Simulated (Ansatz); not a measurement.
Li₂Br₂. Charge 0, multiplicity 3. Geometry PBE0-D4/def2-TZVP; atoms count from 1.

```xyz
4

Li    0.453    0.680   -1.871
Li   -0.384   -0.421    1.961
Br    1.335   -0.555    0.132
Br   -1.404    0.297   -0.222
```

In the triplet, Br3 and Br4 lie 2.89 Å apart (atoms count from 1), so these atoms are partly bonded to each other. At PBE0-D4/def2-TZVP a singlet of charge 0 lies 4.75 eV below the triplet, each at its own geometry. The structure comes from a short search, and lower isomers may exist.

**Question.** Estimate the Mulliken populations from the PBE0/def2-TZVP orbitals of Ansatz.

**Answer.** 
```tsv
atom	charge (e)	spin (α − β)
Li1	0.37	0.50
Li2	0.37	0.50
Br3	-0.37	0.50
Br4	-0.37	0.50
```
Mulliken values and Mayer orders depend strongly on the basis.

**Question.** Where does the spin sit?

**Answer.** Summed by element: Li 1.00, Br 1.00, of 2 unpaired in all. Largest on single atoms: Br3 0.50, Br4 0.50, Li1 0.50.

**Question.** And the Mayer bond orders between bonded heavy atoms (over 0.3)?

**Answer.** Br3–Br4 0.50 (2.89 Å). Values over 0.3 also appear between atoms too far apart for a bond (Li1–Li2 0.48 at 4.07 Å); they arise where an orbital or an unpaired electron spreads over both atoms.
